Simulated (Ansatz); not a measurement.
Gas-phase electronic energies from Ansatz, PBE0-D4/def2-TZVP geometries. CCSD(T)/CBS adds triple-zeta CCSD(T) − MP2 to the extrapolated MP2 energy (def2 sets, frozen cores). DFT in def2-TZVPP. def2 core potentials past Kr. For Br, In outer-core shells are correlated without core-valence functions, which leaves a few kJ/mol of doubt a bond. Scalar relativity is left out up to krypton. Each species was taken in one conformer, which may not be the lowest.

Reaction (redistribution): `C[O][InH][Br]` + `FC1C[SiH2]1` → `C[O][InH2]` + `F[C@H]1C[Si@@H]1Br`

| level | ΔE (kJ/mol) |
| --- | --- |
| PBE0-D4 | 50.4 |
| HF/def2-QZVPP | 66.4 |

Question: What does CCSD(T)/CBS give? (Estimate.)

Answer: The calculation gave: +56.6 kJ/mol. The listed levels differ from it by -6.2, 9.8 kJ/mol.

Largest T1 diagnostic among the species: 0.017.

In def2-TZVPP, CCSD(T) changes the Hartree–Fock value by −13.0 kJ/mol (the triples alone add −0.8 kJ/mol) and MP2 by −13.5 kJ/mol.
